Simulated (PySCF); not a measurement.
Electronic structure of Sn³⁹⁺ (tin, charge +39) at the UHF level

Configuration: [Ne] 3s1, 2S determinant. Computed with PySCF 2.14 in an uncontracted even-tempered set (16 s from 6.9 bohr⁻², ratio 2.5; 10 p from 9 bohr⁻², ratio 2.5; 4 d from 33 bohr⁻², ratio 2.7; 4 f from 50 bohr⁻², ratio 2.7), with no relativity, point nucleus.

| Property | Result |
| --- | --- |
| Total energy | -4675.296621 hartree |
| One-electron energy | -5120.2502 hartree |
| Hartree (Coulomb) energy | 529.5099 hartree |
| Exchange energy | -84.5564 hartree |
| Kinetic energy | 4675.50463 hartree |
| ⟨S²⟩ | 0.7500 |
| ⟨L²⟩ | 0.000 |
| Sum of ⟨r⟩ | 1.284 bohr |
| Sum of ⟨r²⟩ | 0.2369 bohr² |
| Density at the nucleus (Gaussians lack the cusp) | 86500 bohr⁻³ |
| Spin density at the nucleus | 1090 bohr⁻³ |

| shell | electrons | mean orbital energy (hartree) | rms radius, mean of both spins (bohr) |
| --- | --- | --- | --- |
| 1s α | 1 | -1131.04351 | 0.0351 |
| 1s β | 1 | -1130.81550 | 0.0351 |
| 2s α | 1 | -240.98502 | 0.139 |
| 2s β | 1 | -240.66684 | 0.139 |
| 2p α | 3 | -231.49255 | 0.121 |
| 2p β | 3 | -231.35825 | 0.121 |
| 3s α | 1 | -98.27975 | 0.329 |

A non-relativistic calculation at this Z misses sizeable relativistic shifts.
